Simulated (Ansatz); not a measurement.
Q: Predict a relaxed structure of InCl2I (InICl₂), charge 0, singlet, at PBE0-D4/def2-SVP (Ansatz).

A: 
```xyz
4

In   -0.0443   -0.0238   -0.0080
Cl   -2.0309    1.1609   -0.2698
Cl   -0.1739   -2.3449   -0.1270
I     2.2492    1.2078    0.4048
```
Point group C2v (tolerance 0.1 Å). This is one stationary point.

In the def2 sets I, In take a core potential; there is no spin–orbit coupling.
